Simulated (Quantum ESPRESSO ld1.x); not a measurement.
Question: All-electron atom: the cadmium ion Cd3+ in [Ar] 3d10 4s1 4p6 4d9 5d1 (not the ground configuration). All-electron calculation, scalar-relativistic Kohn-Sham, LDA (Slater exchange, VWN5 correlation), spin-polarised, spherical densities, point nucleus; open shells are filled with parallel spins first. Program: ld1.x of Quantum ESPRESSO 7.5. Some entries of the table are withheld. Estimate them.

orbital  occ.  eigenvalue (hartree)  <r^2> (bohr^2)  <1/r> (bohr^-1)
1s up       1             -975.5136        0.001252            50.59
1s down     1             -975.4995        0.001252            50.59
2s up       1             -146.4321         0.02047            11.51
2s down     1             -146.4124         0.02047            11.51
2p up       3             -131.6680         0.01612            11.11
2p down     3             -131.6505         0.01612            11.11
3s up       1              -28.7690          0.1473            4.057
3s down     1              -28.7477          0.1472            4.057
3p up       3              -23.9252          0.1484            3.867
3p down     3              -23.9030          0.1482            3.868
3d up       5              -16.3208          0.1334            3.642
3d down     5              -16.2964          0.1332            3.643
4s up       1               -5.6496          0.8506            1.598
4s down     0               -5.5720          0.8536            1.596
4p up       3               -4.1947           1.003            1.453
4p down     3               -4.1208           1.010            1.448
4d up       5               -2.0701           1.532            1.162
4d down     4               -2.0072           1.556            1.153
5s up       0               -1.3905           5.254              (1)
5s down     0               -1.3521           5.225              (2)
5p up       0               -1.0638           7.085           0.5134
5p down     0               -1.0226           7.072           0.5163
5d up       1               -0.6475           13.22           0.3741
5d down     0               -0.6058           13.82           0.3685

Answer: 
(1) 5s up <1/r> (bohr^-1): 0.6017
(2) 5s down <1/r> (bohr^-1): 0.6043
